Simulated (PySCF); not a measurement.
Potential energy of GaPb along the bond

Set-up: Ga cc-pVDZ-PP with ECP10, Pb cc-pVDZ-PP with ECP60; scalar-relativistic core potentials (PySCF 2.14). Energies in eV from Ga + Pb in their ground configurations at the same level. State: ⁴Σ⁻ (quartet), unpaired electrons σ ↑, π ↑↑.

```csv
R (Å),UHF-CCSD,B97-3
2.359,,-1.152
2.469,-1.373,-1.513
2.578,-1.581,-1.715
2.661,-1.659,-1.791
2.743,-1.688,-1.822
2.825,-1.681,-1.817
2.935,-1.630,-1.773
3.072,-1.522,-1.676
3.237,-1.357,-1.525
3.456,,-1.297
```

Problem. Put a parabola through the three lowest points of the UHF-CCSD curve and estimate Re, k and ωe (reduced mass 51.77 u; 1 eV/Å² = 0.16022 mdyn/Å; ωe = 1302.8·√(k/μ) cm⁻¹).

Solution. Through R = 2.661, 2.743, 2.825 Å the second-order coefficient is 2.68 eV/Å², so Re ≈ 2.768 Å, k ≈ 0.858 mdyn/Å and ωe ≈ 168 cm⁻¹. A polynomial fit of higher order to the unrounded UHF-CCSD energies gives Re = 2.765 Å, k = 0.799 mdyn/Å, ωe = 162 cm⁻¹; anharmonicity and rounding make the difference.

The higher-order fit for each curve: UHF-CCSD: Re = 2.765 Å, ωe = 162 cm⁻¹, De = 1.69 eV; B97-3: Re = 2.772 Å, ωe = 155 cm⁻¹, De = 1.82 eV.

Correlated steps freeze 8 core orbitals. Correlated levels converge slowly with the basis: in double zeta they bind strong bonds too weakly, by up to about 1 eV, and carry superposition errors of some tenths. Spin–orbit coupling is left out, which matters for elements this heavy, above all for dissociation energies. The state was picked by a PBE0 search and need not be the measured ground state.
